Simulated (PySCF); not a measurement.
The vertical singlet excitations below were computed for one of the candidates. Computed with PySCF 2.14.0, density-fitted response routines, TDDFT CAM-B3LYP/def2-SVPD, vertical, gas phase, core orbitals frozen in the response. Geometries: PBE0-D3(BJ)/def2-SVP, one conformer each.

| state | E (eV) | f | main configurations (H = HOMO, L = LUMO) |
| --- | --- | --- | --- |
| S1 | 7.34 | 0.0002 | H→L (85%) |
| S2 | 8.00 | 0.012 | H-1→L (66%), H-2→L (11%) |
| S3 | 8.23 | 0.0094 | H→L+1 (62%), H→L+2 (17%), H→L+3 (10%) |
| S4 | 8.38 | 0.045 | H→L+2 (70%), H→L+1 (19%) |
| S5 | 8.62 | 0.017 | H-2→L (66%), H-1→L (11%) |
| S6 | 8.75 | 0.0007 | H→L+3 (58%), H-1→L+1 (11%) |
| S7 | 8.99 | 0.0096 | H→L+4 (73%) |
| S8 | 9.13 | 0.0019 | H-2→L+1 (29%), H-5→L (16%), H-1→L+1 (15%) |
| S9 | 9.18 | 0.016 | H-2→L+1 (40%), H-3→L (19%), H-5→L (16%) |
| S10 | 9.26 | 0.025 | H-1→L+1 (18%), H-5→L (12%), H-4→L (11%) |

Question: Which structure fits? All have the formula C5H11BO3.
A. `CC[C@H]1CCOB(O)O1`
B. `C=COB(O)OC(C)C`
C. `CO[C@H]1C[C@@H](B(O)O)C1`
D. `CC(C)[C@H]1COB(O)O1`

Answer: D. Its S1 lies at 7.34 eV; the nearest of the others has S1 at 7.08 eV. S1 is HOMO→LUMO (85%). Löwdin shares by element: HOMO oxygen 54% or more, carbon 19% or more (atoms not listed hold the other 27%); LUMO boron 50%, oxygen 23% or more, hydrogen 10% or more (atoms not listed hold the other 18%). At the same level the other candidates give, for their lowest levels:
- `CO[C@H]1C[C@@H](B(O)O)C1`: 7.08 eV (f 0.015); 7.26 eV (f 0.005); 7.71 eV (f 0.012); 7.86 eV (f 0.030); 7.91 eV (f 0.016); T1 6.92 eV; HOMO -8.70, LUMO 0.62 eV
- `CC[C@H]1CCOB(O)O1`: 7.69 eV (f 0.002); 7.81 eV (f 0.014); 8.03 eV (f 0.002); 8.47 eV (f 0.026); 8.55 eV (f 0.022); T1 7.54 eV; HOMO -9.72, LUMO 0.82 eV
- `C=COB(O)OC(C)C`: 6.44 eV (f 0.018); 6.89 eV (f 0.260); 7.26 eV (f 0.013); 7.46 eV (f 0.012); 8.04 eV (f 0.002); T1 4.28 eV; HOMO -8.27, LUMO 0.75 eV

Shape of the structure used: `[CH3:1][CH:2]([CH3:3])[C@H:4]1[CH2:5][O:6][B:7]([OH:8])[O:9]1`: C1–C2–C4–C5 61°, H–O8–B7–O6 2°.
Triplets come from the Tamm–Dancoff approximation.

Without π bonds the low states are Rydberg-like; a valence basis with one diffuse set may place them up to an eV too high.
